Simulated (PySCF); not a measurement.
ReOF3 relaxed at several levels

Computed with PySCF 2.14.0, def2-SVP on the ligands, density fitting, scalar-relativistic core potentials, no spin-orbit coupling, vacuum. Each row is relaxed at its own level from the same template. Distances are means of the shortest metal–ligand contacts, charges and spins Mulliken's.

```
level   basis on the metal  point group  M–O (Å)  M–F (Å)  charge on M (e)  dipole (D)  HOMO–LUMO gap (eV)  strongest infrared band, degenerate modes summed (cm⁻¹)  unstable modes (below −25 cm⁻¹)
 BP86  def2-SVP with ECP60           Cs    1.697    1.855             0.98        0.07                0.78                                                      722                                0
```

Problem. What does the calculation give for PBE, def2-SVP with ECP60?

Solution. point group: Cs, M–O (Å): 1.695, M–F (Å): 1.854, charge on M (e): 0.97, dipole (D): 0.06, HOMO–LUMO gap (eV): 0.78, strongest infrared band, degenerate modes summed (cm⁻¹): 721, unstable modes (below −25 cm⁻¹): 0.
```xyz
5

Re    0.0470    0.0000   -0.0377
O     1.6818    0.0000   -0.4853
F    -0.0829    1.7697    0.4469
F    -1.7883    0.0000   -0.4642
F    -0.0829   -1.7697    0.4469
```

Moved off a saddle point of the template and relaxed again: BP86, PBE. One start shape was tried for each, so a minimum needn't be the lowest isomer. Small gap, closed shell not tested for a spin-broken solution: ReOF3, ReOF3.
